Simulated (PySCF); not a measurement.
C$_{4}$HCoO$_{4}$ (SMILES [O+]#[C-]->[CoH](<-[C-]#[O+])(<-[C-]#[O+])<-[C-]#[O+]), singlet, geometry from GFN2-xTB (such geometries of metal compounds can be far from the true shape). Base run: DF-R2SCAN/def2-SVP run with PySCF.

Here is a job for PySCF.
```python
from pyscf import gto, scf, dft

mol = gto.M(
    atom='''
Co    0.168668   -0.215946    0.068540
O     2.115767    0.298485   -2.068334
C     1.354219    0.108808   -1.243786
O     0.726588    0.753388    2.783531
C     0.503050    0.387534    1.729020
O    -1.561314    1.998951   -0.634452
C    -0.881582    1.128690   -0.358237
O    -1.886893   -2.275152   -0.326937
C    -1.098266   -1.468095   -0.176808
H     1.028236   -1.316451    0.417831
''',
    basis='def2-svp',
    charge=0,
    spin=0,
    verbose=3,
)

mf = dft.RKS(mol)
mf.xc = 'r2scan'
mf = mf.density_fit(auxbasis='def2-universal-jkfit')
mf.kernel()
mf.analyze()
```

Each row names what was changed in the base input (with any setting that the change needs).

| change | E (Eh) | HOMO (eV) | HOMO-LUMO gap (eV) | dipole (D) | core-seconds (rough) | outcome |
|---|---|---|---|---|---|---|
| base | -1836.02430 | -6.55 | 4.60 | 0.18 | 50 | converged |
| functional = pbe; dispersion = d3bj | -1835.58142 | -6.25 | 4.29 | 0.18 | 30 | converged |
| functional = b97m_v | - | - | - | - | - | cut at the time limit |
| functional = lc_wpbe | -1835.72608 | -9.98 | 11.57 | 0.43 | 40 | converged |
| functional = mn12l | -1835.51221 | -6.59 | 4.77 | 0.24 | 50 | converged |
| functional = b97-1 | -1836.00622 | -7.23 | 6.13 | 0.34 | 20 | converged |
| functional = m062x | -1835.89517 | -8.67 | 8.70 | 0.78 | 40 | converged |
| functional = blyp | -1836.28731 | -6.03 | 4.23 | 0.23 | 40 | converged |
| functional = pbe | -1835.57074 | -6.25 | 4.29 | 0.18 | 40 | converged |
| functional = tpss | -1836.39924 | -6.30 | 4.40 | 0.26 | 50 | converged |
| functional = x3lyp | -1836.00036 | -7.25 | 6.16 | 0.37 | 20 | converged |
| functional = tpssh | -1836.28095 | -6.79 | 5.27 | 0.32 | 30 | converged |
| functional = wb97x_v | - | - | - | - | - | cut at the time limit |

Totals shift with the method and basis; they matter in differences.
